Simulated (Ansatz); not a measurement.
Cartesian coordinates in Å:
```
C -2.1511 1.9775 2.1997
C -2.5950 0.5384 1.9918
C -1.4461 -0.4538 1.8677
C -0.5652 -0.2440 0.6456
C 0.5259 -1.2977 0.5301
C 1.4819 -1.1426 -0.6517
C 0.8001 -1.3121 -2.0279
C 1.3706 -0.2073 -2.9143
C 1.5984 0.9386 -1.9361
C 2.1849 0.2338 -0.7161
H -1.5871 2.3572 1.3447
H -3.0082 2.6393 2.3447
H -1.5110 2.0656 3.0828
H -3.2229 0.4749 1.0950
H -3.2332 0.2366 2.8289
H -0.8262 -0.4034 2.7722
H -1.8539 -1.4710 1.8381
H -1.1977 -0.2514 -0.2497
H -0.1096 0.7505 0.6868
H 1.1129 -1.2916 1.4569
H 0.0590 -2.2895 0.4783
H 2.2449 -1.9189 -0.5404
H -0.2812 -1.1774 -1.9305
H 0.9546 -2.3108 -2.4421
H 0.7152 0.0543 -3.7483
H 2.3304 -0.5209 -3.3398
H 0.6377 1.3997 -1.6815
H 2.2451 1.7262 -2.3297
H 2.0670 0.8067 0.2069
H 3.2599 0.0932 -0.8625
```

The species carries charge 0 and has multiplicity 1.

**Question.** List the PBE0/def2-TZVPP orbital energies in eV (the Gaussian-basis code of Ansatz). (An estimate is asked.)

**Answer.** Ansatz gave: Occupied: -277.98, -277.88, -277.82, -277.80, -277.79, -277.78, -277.78, -277.75, -277.73, -277.67, -23.56, -22.48, -21.26, -19.88, -19.75, -18.41, -17.08, -15.97, -15.78, -14.96, -13.56, -13.31, -12.95, -12.48, -12.12, -11.64, -11.36, -11.01, -10.41, -10.39, -9.90, -9.40, -9.33, -9.27, -9.12, -9.06, -8.83, -8.64, -8.56, -8.26. Lowest empty: 1.07, 1.32, 1.56, 1.80, 2.01, 2.44, 2.60, 2.81.
